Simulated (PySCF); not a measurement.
C3H5, SMILES [CH2]C=C (connectivity only; charge and spin as stated), charge +1, multiplicity 1.

Geometry optimised at B3LYP-D3(BJ)/def2-TZVP. The multiplicity is an assumed one; other spin states were not compared. The isomer is the one that the SMILES or the coordinates give; other isomers of the formula were not compared.

Level of theory: PySCF with PBE/def2-TZVPD.

Gas-phase values at a fixed geometry.

Computed frontier levels, gap, dipole moment and polarisability:
```
Quantity                                                           Value
------------------------------------------------  ----------------------
highest occupied level                                         -15.07 eV
lowest empty level                                             -11.41 eV
orbital gap                                                      3.66 eV
dipole moment about the centre of nuclear charge                  0.48 D
mean static polarisability                          32.8 bohr³ (4.86 Å³)
polarisability, principal values                  20.5, 29.7, 48.2 bohr³
```
